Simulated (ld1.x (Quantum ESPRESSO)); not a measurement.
## Before and after: ultrasoft potential for nickel (Ni)

Ni (Z = 28), ultrasoft, made with ld1.x (Quantum ESPRESSO) 7.5 (PBE, scalar-relativistic). Core [Ne], reference 3s2 3p6 3d8 4s1 4p1. Waves: 3s (bound): rcut 1.15, rcutus 1.25 bohr; 4s (bound): rcut 1.15, rcutus 1.25 bohr; 3p (bound): rcut 1.05, rcutus 1.15 bohr; 4p (bound): rcut 1.05, rcutus 1.15 bohr; 3d (bound): rcut 1.40, rcutus 1.65 bohr; 3d channel at -0.2 Ry: rcut 1.40, rcutus 1.65 bohr. Local part: all-electron potential smoothed inside 1.40 bohr (lloc = -1). Core correction: Bessel-smoothed model core inside 0.95 bohr. Augmentation charge: PSQ, inside the norm-conserving radii.

Change: all radii but the core radius scaled by about 1.13 (s 1.40, p 1.30, d 1.86 bohr, rcut 1.30/1.18/1.58); local potential all-electron potential smoothed inside 1.58 bohr (lloc = -1).

Cutoffs: the cutoffs (Ry, on a coarse ladder) from which the occupation-weighted sum of valence levels, in a spherical-Bessel basis at the reference potential, stays within 10 and 1 mRy of its value at 400 Ry; they do not see the model core or the augmentation charge, which bear on the density cutoff. Errors are all-electron minus pseudo energies relative to the spin-unpolarised reference configuration.

Q: What does the change do?

A: The potential gets softer (80 Ry and 120 Ry → 70 Ry and 100 Ry); the number of tests that count goes from 7 to 6; of the 6 tests that both files solve, the error grows in 4 and shrinks in 1 by more than 15 % and 0.3 meV (median size 3.3 → 9.6 meV); neither file shows a bound ghost at the reference potential, the only one tested. A larger radius leaves more room for a smooth pseudo-wave, so fewer plane waves are needed.

| quantity | base | changed |
| --- | --- | --- |
| cutoff, loose | 80 Ry | 70 Ry |
| cutoff, tight | 120 Ry | 100 Ry |
| loose cutoff by channel (10 mRy a level) | s 50 Ry, p 55 Ry, d 35 Ry | s 40 Ry, p 60 Ry, d 25 Ry |
| bound ghosts | none | none |
| tests counted (converged, no solver errors) | 7 of 7 | 6 of 7 |
| error for 3s2 3p6 3d8 4s2 4p0, meV [ΔE -4.60 eV] | -1.0 | -6.4 |
| error for 3s2 3p6 3d8 4s1 4p0, meV [ΔE 4.73 eV] | -1.0 | -4.1 |
| error for 3s2 3p6 3d8 4s0 4p0, meV [ΔE 22.08 eV] | +0.4 | +0.2 |
| error for 3s2 3p5 3d8 4s2 4p0, meV [ΔE 74.93 eV] | +19 | +13 |
| error for 3s1 3p6 3d8 4s2 4p0, meV [ΔE 114.80 eV] | -5.6 | -16 |
| error for 3s2 3p6 3d9 4s1 4p0, meV [ΔE -6.19 eV] | +17 | +44 |
| lowest overlap eigenvalue by channel | s 0.07, p 0.22, d 1.00 | s 0.12, p 0.11, d 0.63 |

Changed file: Tests not counted: 3s2 3p6 3d7 4s0 4p0 (solver errors, printed error -3335 eV).
